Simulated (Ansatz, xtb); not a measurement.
**Relaxing a trial structure of CuFH4Si2**

The starting geometry of this gas-phase singlet has its atoms placed at random.

```xyz
8

Cu    1.5483   -1.1178    0.2217
F     0.4319    1.9034   -0.3227
Si   -0.1651   -1.2041    1.4622
Si    1.6125    1.3747    0.4081
H     1.3517    0.9970   -0.9450
H     0.7171   -0.2009   -0.8014
H    -1.0891   -1.2144    0.6460
H    -0.0343   -2.4003   -0.2654
```

Q: One run relaxed it with r2SCAN-D4/def2-SVP. What is a likely outcome?

A: It ends as a structure with H6 bridging Cu1 and Si4, H7 bridging Cu1 and Si3, H8 bridging Cu1 and Si3, given below by its coordinates. Distances that change by over a tenth: Cu1–H6 (1.61 → 1.77 Å), Si3–H7 (1.23 → 1.63 Å). Contacts that close: Cu1–H7 (2.67 → 1.76 Å), Cu1–H8 (2.09 → 1.82 Å), Si3–Si4 (3.30 → 2.45 Å), Si3–H8 (2.11 → 1.62 Å), Si4–H6 (2.18 → 1.63 Å).

The energy falls by 8.46 eV over 31 steps:

```
step  E − E(last) (eV)
   1             8.458
   4             2.992
   8             2.099
  11             1.400
  14             0.702
  18             0.549
  21             0.396
  24             0.129
  28             0.004
  31             0.000
```

Final geometry (Å):

```tsv
atom	x (Å)	y (Å)	z (Å)
Cu	0.1316	-1.3508	-0.6839
F	-0.0477	2.0030	-0.1806
Si	0.2166	-0.9835	1.6063
Si	0.8967	0.6765	-0.0554
H	2.3106	1.1402	-0.0782
H	0.7965	0.0381	-1.5558
H	-1.0368	-1.3807	0.6382
H	1.1053	-2.0052	0.7129
```

From the same start GFN2-xTB ends elsewhere, in pieces: CuH3Si + FHSi.

From so rough a start the end depends on the optimiser's path, so another program may land elsewhere. No frequencies were run, so the end isn't proven a minimum. Run with Ansatz 0.2.0, 5.7 min on 1 thread of AMD EPYC (Zen 3) (shared host).
